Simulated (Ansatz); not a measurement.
The same molecule with X = C, Si, Ge, Sn. Ansatz, PBE0-D4/def2-TZVP geometries, multiplicity 1.

Elements past krypton have def2 core potentials. Scalar relativity is left out up to krypton.

| X | molecule | mean X–Cl bond length / Å | mean X–H bond length / Å | LUMO energy (PBE0/def2-TZVPP) / eV | HOMO–LUMO gap (PBE0/def2-TZVPP) / eV | HOMO–LUMO gap (ωB97M-V/def2-TZVPP) / eV |
| --- | --- | --- | --- | --- | --- | --- |
| C | `CCl` | 1.773 | 1.088 | 0.84 | 9.26 | 13.43 |
| Si | `[SiH3]Cl` | 2.054 | 1.481 | -0.09 | 8.94 | 12.97 |
| Ge | `[Cl][GeH3]` | 2.155 | 1.532 | -0.29 | 8.49 | 12.66 |

**Question.** Give the row for X = Sn, `[Cl][SnH3]`. (Estimate.)

**Answer.** Computed: 
| X | molecule | mean X–Cl bond length / Å | mean X–H bond length / Å | LUMO energy (PBE0/def2-TZVPP) / eV | HOMO–LUMO gap (PBE0/def2-TZVPP) / eV | HOMO–LUMO gap (ωB97M-V/def2-TZVPP) / eV |
| --- | --- | --- | --- | --- | --- | --- |
| Sn | `[Cl][SnH3]` | 2.334 | 1.700 | -0.87 | 7.76 | 11.63 |

From C to Sn the mean X–Cl bond length rises at each step, by 0.561 Å in all; the mean X–H bond length rises at each step, by 0.612 Å in all; the LUMO energy (PBE0/def2-TZVPP) falls at each step, by 1.71 eV in all; the HOMO–LUMO gap (PBE0/def2-TZVPP) falls at each step, by 1.50 eV in all; the HOMO–LUMO gap (ωB97M-V/def2-TZVPP) falls at each step, by 1.80 eV in all. Bonds lengthen as the atom grows down the group.
